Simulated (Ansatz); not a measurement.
Ga₂P₃, relaxed as a doublet with UKS PBE-D4/def2-SVP in Ansatz, starting from the GFN2-xTB geometry. Force threshold 0.02 eV/Å.

The relaxation made no stability test and no search for a lower SCF solution. Another isomer (doublet) lies 1.05 eV lower at PBE0-D4/def2-TZVP; other spin states weren't run for this one.

Start:

| atom | x (Å) | y (Å) | z (Å) |
| --- | --- | --- | --- |
| Ga1 | -0.920 | -1.955 | -0.266 |
| Ga2 | 0.174 | 2.425 | 1.307 |
| P3 | -0.605 | 0.014 | 1.279 |
| P4 | 0.484 | 0.487 | -0.475 |
| P5 | 0.867 | -0.970 | -1.845 |

Question: Estimate the energy that the relaxation releases and the steps that it takes.

Answer: 4.5 kcal/mol, in 18 steps; 51 s on 4 threads of Arm Neoverse N1 on a shared host. No frequencies were taken in this run, so the end may be a saddle point.

Question: Does the start keep its bonding?

Answer: By distances, no bond broke or formed. The bond that changes most is P3–P4, from 2.12 to 2.19 Å (atoms count from 1).

Question: Predict the relaxed structure.

Answer: 
Cartesian coordinates in Å:
```
Ga -1.2791 -1.4267 -0.4025
Ga -0.3084 2.2807 1.1101
P -0.0858 -0.2263 1.4259
P 0.7879 0.5210 -0.4403
P 0.8853 -1.1488 -1.6932
```
Bond lengths (bridged metal pairs left out): 4 × Ga–P 2.49 to 2.59 Å; 2 × P–P 2.09 to 2.19 Å.
